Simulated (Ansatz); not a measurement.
`[CH3][W](=[NH])(=[NH])[NH2]`, relaxed with RKS PBE0-D4/def2-TZVP in Ansatz 0.2.0 from a GFN2-xTB geometry. The force threshold is 0.005 eV/Å; the program also tests the step.

The species carries charge 0 and has multiplicity 1. W takes the def2 core potential.

Start:

```xyz
12

C    -1.684   -0.285    0.416
W     0.441   -0.123   -0.193
N     0.365   -0.343   -1.961
N     1.213   -1.452    0.711
N     1.058    1.684    0.365
H    -2.278    0.536   -0.024
H    -2.187   -1.218    0.123
H    -1.793   -0.207    1.513
H     0.471   -0.696   -2.915
H     1.708   -2.309    0.971
H     1.115    2.516   -0.233
H     1.570    1.898    1.228
```

(1) By how much does the energy fall, and how many steps does the optimiser take? (Best estimate.)

(2) Which bonds change most? (An estimate is asked.)

(3) Give the relaxed structure. (Estimate.)

Results:

(1) Computed: 22.30 kJ/mol, in 9 steps, 1 of them rejected.

(2) Computed: C1–W2 from 2.216 to 2.130 Å; W2–N5 from 1.989 to 1.951 Å; W2–N4 from 1.783 to 1.755 Å; W2–N3 from 1.783 to 1.755 Å.

(3) Ansatz gave: 
```xyz
12

C    -1.686   -0.271    0.421
W     0.357   -0.110   -0.160
N     0.332   -0.271   -1.907
N     1.170   -1.385    0.731
N     1.035    1.643    0.365
H    -2.277    0.506   -0.072
H    -2.095   -1.244    0.141
H    -1.776   -0.159    1.505
H     0.538   -0.695   -2.798
H     1.697   -2.236    0.850
H     1.119    2.420   -0.273
H     1.586    1.801    1.196
```
